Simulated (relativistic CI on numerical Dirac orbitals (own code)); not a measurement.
Energy levels of Sm⁴⁺

Computed by Dirac-Coulomb-Breit CI, separate exchange-only KLI orbitals for each configuration, model QED (radiative potential, 1s self-energy scaled to tabulated hydrogen-like ionisation energies), valence Slater integrals scaled by 0.85, P86 correlation energy added to each configuration (own radial code, finite nucleus).

Configurations in the expansion (outside the closed core [Kr] 4d10): 4f4.5s2.5p6, 4f3.5s2.5p6.5d, 4f5.5s2.5p5, 4f3.5s2.5p6.6s, 4f3.5s2.5p6.6d, 4f3.5s2.5p6.7s, 4f5.5s.5p6, 4f2.5s2.5p6.5d.6s, 4f3.5s.5p6.6s2. Levels of other configurations are missing.

The lowest level is 4f4.5s2.5p6 5I_4, with 97 % of that term; Hund's rules for 4f4.5s2.5p6 give 5I with J = 4, in agreement.

```csv
No.,Configuration,Term,J,E (cm⁻¹),%,Landé g,Lifetime (s)
1,4f4.5s2.5p6,5I,4,0.0,97,0.605,
2,4f4.5s2.5p6,5I,5,1856.4,98,0.901,2.58e+00
3,4f4.5s2.5p6,5I,6,3854.6,98,1.069,1.65e+00
4,4f4.5s2.5p6,5I,7,5929.1,97,1.174,1.69e+00
5,4f4.5s2.5p6,5I,8,8036.4,95,1.243,2.71e+00
6,4f4.5s2.5p6,5F,1,15297.4,94,0.029,
7,4f4.5s2.5p6,5F,2,15808.7,91,1.012,1.25e+02
8,4f4.5s2.5p6,5F,3,16891.1,94,1.238,1.19e+01
9,4f4.5s2.5p6,5S,2,17507.8,91,1.950,6.64e+01
10,4f4.5s2.5p6,5F,4,17944.2,82,1.294,1.50e+00
11,4f4.5s2.5p6,3K,6,18566.6,98,0.860,2.58e-01
12,4f4.5s2.5p6,5F,5,19647.7,88,1.373,2.78e+00
13,4f4.5s2.5p6,3K,7,20094.3,79,0.997,1.77e-01
14,4f4.5s2.5p6,3H,4,20869.4,53,0.952,1.16e-01
15,4f4.5s2.5p6,3K,8,21922.4,66,1.091,1.62e-01
16,4f4.5s2.5p6,5G,2,22023.2,90,0.369,3.91e+00
17,4f4.5s2.5p6,5G,3,22231.8,60,0.868,1.56e+00
18,4f4.5s2.5p6,3H,5,23821.8,58,1.123,1.43e-01
19,4f4.5s2.5p6,5G,4,24773.6,72,1.071,2.41e-01
20,4f4.5s2.5p6,3G,3,25582.2,62,0.821,4.35e-01
21,4f4.5s2.5p6,3L,7,26305.3,82,0.900,2.44e-01
22,4f4.5s2.5p6,3D,2,26475.1,57,1.211,1.95e-01
23,4f4.5s2.5p6,5G,5,26974.0,72,1.201,2.99e-01
24,4f4.5s2.5p6,3H,6,27339.9,57,1.230,2.27e-01
25,4f4.5s2.5p6,3L,8,27648.1,62,1.012,4.47e-01
26,4f4.5s2.5p6,3P,1,27761.5,49,0.971,2.26e-01
27,4f4.5s2.5p6,3M,8,28711.6,46,0.955,3.45e-01
28,4f4.5s2.5p6,3L,9,28739.9,75,1.085,5.78e-01
29,4f4.5s2.5p6,3G,4,29006.6,57,1.047,1.44e-01
30,4f4.5s2.5p6,5G,6,29229.3,58,1.260,4.33e-01
31,4f4.5s2.5p6,3P,0,29669.1,100,,2.32e+00
32,4f4.5s2.5p6,3D,3,29783.2,84,1.302,3.57e-01
33,4f4.5s2.5p6,1D,2,30276.0,42,1.085,2.38e-01
34,4f4.5s2.5p6,3F,4,31628.2,70,1.198,3.17e-01
35,4f4.5s2.5p6,3G,5,31900.6,65,1.158,1.89e-01
36,4f4.5s2.5p6,3P,1,32445.5,51,1.001,1.67e-01
37,4f4.5s2.5p6,3I,5,33020.5,84,0.879,2.41e-01
38,4f4.5s2.5p6,3M,9,33171.4,75,1.035,5.51e-01
39,4f4.5s2.5p6,3F,2,33636.9,50,1.042,1.91e-01
40,4f4.5s2.5p6,3M,10,33869.4,98,1.098,1.24e+00
41,4f4.5s2.5p6,3F,3,34303.5,84,1.112,1.99e-01
42,4f4.5s2.5p6,3I,6,34374.5,92,1.029,2.41e-01
43,4f4.5s2.5p6,1L,8,34673.1,52,0.974,1.50e-01
44,4f4.5s2.5p6,3I,7,34888.1,93,1.133,2.65e-01
45,4f4.5s2.5p6,3F,2,35108.9,82,0.692,8.54e-02
46,4f4.5s2.5p6,5D,0,37223.5,96,,1.54e+00
47,4f4.5s2.5p6,5D,1,37816.6,97,1.493,1.24e+00
48,4f4.5s2.5p6,1G,4,38589.7,75,1.059,1.09e-01
49,4f4.5s2.5p6,5D,2,38713.6,87,1.427,4.94e-01
50,4f4.5s2.5p6,3F,3,38922.1,83,1.124,1.14e-01
51,4f4.5s2.5p6,1D,2,39198.6,47,1.056,1.33e-01
52,4f4.5s2.5p6,5D,3,39916.0,84,1.435,4.34e-01
53,4f4.5s2.5p6,5D,4,40429.2,73,1.419,5.43e-01
54,4f4.5s2.5p6,1I,6,41308.7,67,1.046,1.71e-01
55,4f4.5s2.5p6,3H,4,43011.4,68,0.905,2.56e-01
56,4f4.5s2.5p6,1H,5,43148.3,72,1.007,1.08e-01
57,4f4.5s2.5p6,3F,4,43299.0,78,1.214,1.16e-01
58,4f4.5s2.5p6,1K,7,44006.6,91,1.007,1.69e-01
59,4f4.5s2.5p6,3H,5,44012.4,74,1.051,2.50e-01
60,4f4.5s2.5p6,1D,2,45755.0,86,0.980,8.33e-02
61,4f4.5s2.5p6,3H,6,45800.9,70,1.116,2.24e-01
62,4f4.5s2.5p6,3G,4,48312.4,53,1.073,1.73e-01
63,4f4.5s2.5p6,3G,3,48411.3,82,0.810,2.66e-01
64,4f4.5s2.5p6,3G,5,49916.2,79,1.163,1.38e-01
65,4f4.5s2.5p6,1N,10,50013.0,98,1.001,2.29e-01
66,4f4.5s2.5p6,3F,4,50889.3,36,1.100,1.62e-01
67,4f4.5s2.5p6,3K,6,51775.0,88,0.879,4.90e-01
68,4f4.5s2.5p6,3F,2,51811.4,97,0.676,2.64e-01
69,4f4.5s2.5p6,3F,3,52444.8,81,1.033,1.75e-01
70,4f4.5s2.5p6,3K,8,52981.1,76,1.095,4.39e-01
```

Energies count from the lowest computed level; lifetimes are radiative, by E1, M1, E2 decay to levels of this space only; some are left blank where a channel outside the calculation adds to the decay or the decay crosses a small, uncertain gap.

The mean weight of the leading LS term, summed over parents, in these 70 levels is 76 %, and that of the leading jj configuration (from the same eigenvectors) 57 %, so LS coupling describes them better.

At this charge configurations can still be misplaced by up to about 7 % of their energy. Levels and lines within the n = 5 or 6 shells can be off by up to 10 % or somewhat more, and those that change n by about 2 %, since core polarisation is missing.

Landé's interval rule says that E(J) − E(J−1) = AJ with one A. For the ground term the intervals give A = 371.3, 333.0, 296.4, 263.4 cm⁻¹ for J = 5, 6, 7, 8; the multiplet is regular.

LS names give the leading component of a level, which can be under half, so a name can repeat, a term be missing and a line seem to break the LS rules.
